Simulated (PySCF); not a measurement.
# Dipole response of Ar (argon, neutral)

[Ar], closed-shell 1S. All numbers are calculated (PySCF 2.14, the spin-free X2C one-electron Hamiltonian (Gaussian nucleus), in ANO-RCC-VTZP (5s4p2d1f, 34 functions)). Coupled (time-dependent) response in atomic units; α is the mean over directions. The basis has no added diffuse functions, which lowers α and C₆.

```
   method  mean α (bohr³)  C₆ (like pair)  S(−4)
      UHF           7.618           43.67  7.915
      PBE           7.893           46.05  8.591
     PBE0           7.807           45.24  8.399
BHandHLYP           7.692           44.33  8.104
CAM-B3LYP           7.759           44.97  8.246
```

S(−4) is the Cauchy moment in α(ω) = α(0) + S(−4) ω² + …

Reference α: 11.083 ± 0.007 bohr³ (recommended; Schwerdtfeger and Nagle, table of static dipole polarizabilities (2023 update)). Published C₆: 64.20 (Chu and Dalgarno (2004); Tang, Norbeck and Certain (1976)).

α(iu) at UHF:

```json
{"u (hartree)": "0", "α(iu) (bohr³)": "7.618"}
{"u (hartree)": "0.0500", "α(iu) (bohr³)": "7.599"}
{"u (hartree)": "0.100", "α(iu) (bohr³)": "7.540"}
{"u (hartree)": "0.200", "α(iu) (bohr³)": "7.315"}
{"u (hartree)": "0.300", "α(iu) (bohr³)": "6.971"}
{"u (hartree)": "0.500", "α(iu) (bohr³)": "6.066"}
{"u (hartree)": "0.750", "α(iu) (bohr³)": "4.856"}
{"u (hartree)": "1.00", "α(iu) (bohr³)": "3.809"}
{"u (hartree)": "1.50", "α(iu) (bohr³)": "2.375"}
{"u (hartree)": "2.00", "α(iu) (bohr³)": "1.567"}
{"u (hartree)": "3.00", "α(iu) (bohr³)": "0.8055"}
{"u (hartree)": "5.00", "α(iu) (bohr³)": "0.3241"}
```
